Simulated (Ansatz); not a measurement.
Basis sets compared for the cluster Na₃F₃. Charge 0, multiplicity 1. Geometry PBE0-D4/def2-SVP. Ansatz on 4 threads of Arm Neoverse V1 on a shared host; times are rough, and most runs start from earlier orbitals.

Cartesian coordinates in Å:
```
Na -0.237 1.727 -0.967
Na -0.514 -0.147 1.920
Na 0.752 -1.580 -0.953
F 0.245 -1.774 0.994
F 0.529 0.151 -1.973
F -0.775 1.623 0.979
```

The structure comes from a short search, and lower isomers may exist.

| level | functions | energy (Eh) | HOMO (eV) | LUMO (eV) | wall time |
| --- | --- | --- | --- | --- | --- |
| HF/STO-3G | 42 | -773.7776 | -4.69 | 13.98 | 0.15 s |
| HF/6-31G | 66 | -784.0843 | -12.57 | 0.96 | 0.3 s |
| PBE-D4/def2-SVP | 87 | -785.6476 | -5.83 | -1.06 | 0.95 s |
| PBE-D4/def2-TZVP | 189 | -786.2016 | -6.19 | -1.07 | 1.8 s |
| r2SCAN-D4/def2-TZVP (with forces) | 189 | -786.6237 | -6.54 | -0.43 | 4.1 s |
| PBE0-D4/def2-SVP | 87 | -785.6922 | -7.74 | -0.45 | 1.1 s |
| PBE0-D4/def2-TZVP | 189 | -786.2396 | -8.09 | -0.49 | 2.6 s |

(1) Estimate the rows for PBE-D4/def2-TZVPD, r2SCAN-D4/def2-TZVPD, PBE0-D4/def2-TZVPD.

Results:

(1) 
```json
{"level": "PBE-D4/def2-TZVPD", "functions": "225", "energy (Eh)": "-786.2068", "HOMO (eV)": "-6.26", "LUMO (eV)": "-1.07", "wall time": "2.6 s"}
{"level": "r2SCAN-D4/def2-TZVPD", "functions": "225", "energy (Eh)": "-786.6275", "HOMO (eV)": "-6.58", "LUMO (eV)": "-0.44", "wall time": "4.9 s"}
{"level": "PBE0-D4/def2-TZVPD", "functions": "225", "energy (Eh)": "-786.2437", "HOMO (eV)": "-8.15", "LUMO (eV)": "-0.50", "wall time": "3.6 s"}
```
